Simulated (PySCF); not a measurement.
A series of substituents X on one scaffold: BH2-X. All species are isolated molecules in the gas phase. One relaxed conformer stands for each flexible species; it need not be the lowest. Strings in code marks are SMILES.

The brightest of the four lowest singlets (TDA) from two functionals at the same geometries (M06-2X/def2-TZVP), both in PySCF: PBE-D3(BJ)/def2-TZVP and M06-2X/def2-TZVP. Excitations are Tamm–Dancoff values on a coarser integration grid. The basis has no diffuse functions, so Rydberg states are missing or too high.

| species | PBE-D3(BJ)/def2-TZVP (eV) | M06-2X/def2-TZVP (eV) |
|---|---|---|
| X = methylsulfinyl | 5.36 | 5.56 |
| X = amino (`BN`) | 8.26 | 8.58 |
| X = methylamino | 7.26 | 7.77 |
| X = vinyl (`C=CB`) | 6.12 | 6.45 |
| X = ethynyl (`BC#C`) | 5.52 | 5.88 |
| X = trimethylsilyl | 4.48 | 5.97 |
| X = fluoro (`BF`) | 9.40 | 10.06 |
| X = mercapto (`BS`) | 6.40 | 6.60 |
| X = germyl | 5.36 | 6.71 |
| X = chloro (`ClB`) | 7.15 | 7.68 |

Over these rows, drawn at random from the members with no instability flagged (it was tested for open shells, ions and some series alone), PBE minus M06-2X: mean -0.60 eV, from -1.49 eV to -0.20 eV.
